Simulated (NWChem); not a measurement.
System: GaHBrF; SMILES [F][GaH][Br]

The following NWChem deck was run.

```
start job
memory heap 200 mb stack 900 mb global 1100 mb
geometry units angstroms noautoz
  Ga    -0.360231    -0.911377     0.000000
  H     -1.775369    -1.536200     0.000000
  F      1.049161    -1.943423     0.000000
  Br     0.113707     1.308266     0.000000
end
basis spherical
  * library def2-svp
end
dft
  xc pw6b95
  iterations 150
  mulliken
end
task dft energy
```

Output (shortened):

```
             Northwest Computational Chemistry Package (NWChem) 7.3.0
             --------------------------------------------------------

 CS  symmetry detected

                             Geometry "geometry" -> ""
                             -------------------------

 Output coordinates in angstroms (scale by  1.889725989 to convert to a.u.)

  No.       Tag          Charge          X              Y              Z
 ---- ---------------- ---------- -------------- -------------- --------------
    1 Ga                  31.0000    -0.37231674    -0.88937134     0.00000000
    2 H                    1.0000    -1.79147624    -1.50500567     0.00000000
    3 F                    9.0000     1.03035402    -1.93053392     0.00000000
    4 Br                  35.0000     0.11600311     1.32715207     0.00000000

 Effective nuclear repulsion energy (a.u.)     404.4488441054

      Symmetry information
      --------------------

 Group name             Cs
 Group number              2
 Group order               2
 No. of unique centers     4

                                 NWChem DFT Module
                                 -----------------

 Summary of "ao basis" -> "ao basis" (spherical)
 ------------------------------------------------------------------------------
       Tag                 Description            Shells   Functions and Types
 ---------------- ------------------------------  ------  ---------------------
 Ga                         def2-svp                12       32   5s4p3d
 H                          def2-svp                 3        5   2s1p
 F                          def2-svp                 6       14   3s2p1d
 Br                         def2-svp                12       32   5s4p3d

      Symmetry analysis of basis
      --------------------------

        a'         58
        a"         25

            General Information
            -------------------
          SCF calculation type: DFT
          Wavefunction type:  closed shell.
          No. of atoms     :     4
          No. of electrons :    76
           Alpha electrons :    38
            Beta electrons :    38
          Charge           :     0
          Spin multiplicity:     1
          Use of symmetry is: on ; symmetry adaption is: on
          Maximum number of iterations: 150
          AO basis - number of functions:    83
                     number of shells:    33
          Convergence on energy requested:  1.00D-06
          Convergence on density requested:  1.00D-05
          Convergence on gradient requested:  5.00D-04

              XC Information
              --------------
                       PW6B95 Method XC Functional
                     Hartree-Fock (Exact) Exchange  0.280
                    PW6B95 GGA Exchange Functional  0.720
                      PW6B95 Correlation Potential  1.000

             Grid Information
             ----------------
          Grid used for XC integration:  medium
          Radial quadrature: Mura-Knowles
          Angular quadrature: Lebedev.
          Tag              B.-S. Rad. Rad. Pts. Rad. Cut. Ang. Pts.
          ---              ---------- --------- --------- ---------
          Ga                  1.30      112           8.0       590
          H                   0.35       45          10.0       434
          F                   0.50       49           9.0       434
          Br                  1.15      112          10.0       590
          Grid pruning is: on
          Number of quadrature shells:   318
          Spatial weights used:  Erf1

      Superposition of Atomic Density Guess
      -------------------------------------

 Sum of atomic energies:       -4594.85345996

      Non-variational initial energy
      ------------------------------

 Total energy =   -4595.119761
 1-e energy   =   -7213.477606
 2-e energy   =    2213.909001
 HOMO         =      -0.395683
 LUMO         =       0.005091

      Symmetry analysis of molecular orbitals - initial
      -------------------------------------------------

  Numbering of irreducible representations:

     1 a'          2 a"

  Orbital symmetries:

     1 a'          2 a'          3 a'          4 a'          5 a'
     6 a"          7 a'          8 a'          9 a'         10 a"
    11 a'         12 a'         13 a'         14 a'         15 a"
    16 a'         17 a'         18 a'         19 a"         20 a'
    21 a'         22 a"         23 a'         24 a"         25 a'
    26 a'         27 a'         28 a"         29 a"         30 a'
    31 a'         32 a'         33 a'         34 a"         35 a'
    36 a'         37 a"         38 a'         39 a'         40 a"
    41 a'         42 a'         43 a'         44 a'         45 a"
    46 a'         47 a"         48 a"

     ---------------------------------------------
      Total Density - Mulliken Population Analysis
     ---------------------------------------------

    Atom       Charge   Shell Charges
 -----------   ------   -------------------------------------------------------
    1 Ga  31    29.76   2.00  2.00  2.00  0.85  0.18  6.00  5.98  0.47  0.21  8.10  1.83  0.15
    2 H    1     1.07   0.63  0.43  0.01
    3 F    9     9.72   1.99  1.15  0.80  3.56  2.21  0.00
    4 Br  35    35.45   2.00  2.00  2.00  1.37  0.58  6.00  5.99  2.40  3.12  8.23  1.73  0.05

   convergence    iter        energy       DeltaE   RMS-Dens  Diis-err
 ---------------- ----- ----------------- --------- --------- ---------
 d= 0,ls=0.0,diis     1  -4601.0104050354 -5.01D+03  1.83D-02  5.93D-01
 d= 0,ls=0.0,diis     2  -4600.8956760555  1.15D-01  9.82D-03  2.13D+00
 d= 0,ls=0.0,diis     3  -4601.0908152857 -1.95D-01  1.78D-03  1.86D-02
 d= 0,ls=0.0,diis     4  -4601.0921687251 -1.35D-03  7.83D-04  4.67D-03
 d= 0,ls=0.0,diis     5  -4601.0927226639 -5.54D-04  1.27D-04  2.41D-04
  Resetting Diis
 d= 0,ls=0.0,diis     6  -4601.0927404988 -1.78D-05  2.32D-05  1.78D-05
 d= 0,ls=0.0,diis     7  -4601.0927414471 -9.48D-07  9.45D-06  4.17D-07

[...]
```

Level: PW6B95/def2-SVP. The geometry was optimised at PBE0/def2-SVP.
